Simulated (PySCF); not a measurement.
# NMR data sheet: C9H9Cl

| Item | Value |
| --- | --- |
| Formula | C9H9Cl |
| SMILES | ClC[C@]12C=C[C@@H]3[C@H](C=C1)[C@@H]32 |
| Point group of the computed structure | C1 |
| Degrees of unsaturation | 5 |
| Carbon signals | 6 |
| Proton signals | 5 |

Atom-mapped SMILES (the numbers label the heavy atoms): `[Cl:1][CH2:2][C@:3]12[CH:4]=[CH:5][C@@H:6]3[C@H:7]([CH:8]=[CH:9]1)[C@H:10]23`; H(Xn) means a hydrogen on atom n.

[PySCF 2.14.0 with density-fitted response routines: NMR shieldings at PBE0/pcSseg-1/GIAO; GFN2-xTB structure; relativity neglected; one conformer; one averaged value for each set of equivalent atoms; in vacuum]

References, each an isolated molecule treated in the same way: ¹H (31.72 ppm), ¹³C (186.93 ppm) vs TMS.

```tsv
carbon	δC, type	δH (multiplicity)	HMBC from (2–3 bonds)	span of the C tensor (ppm)
C2	52.6, CH2	3.61 (s)	H(C4)/H(C9), H(C10)	54
C3	69.4, C	–	H(C4)/H(C9), H(C5)/H(C8), H(C2), H(C6)/H(C7), H(C10)	21
C4/C9	138.9, CH	5.86 (d)	H(C4)/H(C9), H(C5)/H(C8), H(C2), H(C6)/H(C7), H(C10)	186
C5/C8	126.9, CH	5.16 (m)	H(C4)/H(C9), H(C6)/H(C7), H(C10)	182
C6/C7	46.6, CH	3.18 (m)	H(C4)/H(C9), H(C5)/H(C8), H(C6)/H(C7), H(C10)	77
C10	54.7, CH	3.05 (m)	H(C4)/H(C9), H(C5)/H(C8), H(C2), H(C6)/H(C7)	96
```

1. Carbon types of the structure: 1 × C, 7 × CH, 1 × CH2, which accounts for all hydrogens.
2. δC 138.9, 126.9: alkene CH; the olefinic region.
3. δC 69.4: allylic quaternary sp3 carbon.
4. δC 52.6: sp3 CH2 bonded to Cl; pulled downfield by the heteroatom.
5. δH 5.86, 5.16: hydrogen on an alkene CH; a vinylic proton, deshielded by the sp2 carbon and the C=C anisotropy.
6. δH 3.61: hydrogen on an sp3 CH2 bonded to Cl; its carbon carries Cl, hence the downfield position.

Carbons that carry Cl, above all several Cl atoms, come out too deshielded, partly because spin–orbit coupling is missing. Shifts are as computed. Against solution values, carbons near 30 ppm lie about +3 ppm off and those near 130 ppm about +5 ppm; carbons on Cl a further +6 ppm. Of 1211 compounds with measured shifts, 218 miss one by over three times the rms of a fit or turn the order of signals round; such compounds aren't used in these exercises. No couplings were computed; multiplicities are counted from neighbouring protons, with m where these are inequivalent, close in shift, in a saturated or five-membered ring or joined by F or P, and br s for small geminal =CH2 splittings.
